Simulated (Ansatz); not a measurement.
Si7O6⁺. Charge 1, multiplicity 2. Geometry r2SCAN-D4/def2-SVP; atoms count from 1.

Cartesian coordinates in Å:
```
Si -0.490 2.221 0.737
Si 0.946 1.950 -2.212
Si 0.318 -1.196 -0.886
Si -2.625 0.220 -0.572
Si 1.057 0.179 1.958
Si 2.254 -0.055 -1.442
Si -0.149 -2.786 1.647
O 0.230 2.394 -0.810
O 1.295 -0.110 0.186
O 0.193 -2.590 -0.020
O -1.179 -0.541 -1.061
O -1.910 1.464 0.337
O 0.058 -1.151 2.137
```

The structure comes from a short search, and lower isomers may exist.

(1) Estimate the Mulliken populations from the PBE0/def2-SVP orbitals of Ansatz.

(2) Where does the spin sit?

(3) And the Mayer bond orders between heavy atoms (over 0.3)?

Results:

(1) 
| atom | charge (e) | spin (α − β) |
| --- | --- | --- |
| Si1 | 0.73 | 0.10 |
| Si2 | 0.60 | 0.45 |
| Si3 | 0.88 | -0.01 |
| Si4 | 0.72 | 0.00 |
| Si5 | 0.69 | -0.04 |
| Si6 | 0.27 | 0.46 |
| Si7 | 0.73 | 0.00 |
| O8 | -0.56 | 0.02 |
| O9 | -0.71 | 0.02 |
| O10 | -0.56 | 0.00 |
| O11 | -0.59 | 0.00 |
| O12 | -0.58 | 0.00 |
| O13 | -0.61 | 0.00 |
Mulliken values depend strongly on the basis.

(2) Summed by element: Si 0.96, O 0.04, of 1 unpaired in all. Largest on single atoms: Si6 0.46, Si2 0.45, Si1 0.10.

(3) Si1–Si5 0.46 (2.84 Å); Si1–O8 0.84 (1.72 Å); Si1–O12 1.07 (1.66 Å); Si2–Si6 0.78 (2.52 Å); Si2–O8 1.18 (1.64 Å); Si3–Si6 0.89 (2.31 Å); Si3–O9 0.60 (1.81 Å); Si3–O10 1.11 (1.65 Å); Si3–O11 1.05 (1.64 Å); Si4–O11 0.90 (1.71 Å); Si4–O12 0.94 (1.70 Å); Si5–O9 0.61 (1.81 Å); Si5–O13 1.06 (1.67 Å); Si6–O9 0.56 (1.89 Å); Si7–O10 0.93 (1.71 Å); Si7–O13 0.89 (1.72 Å).
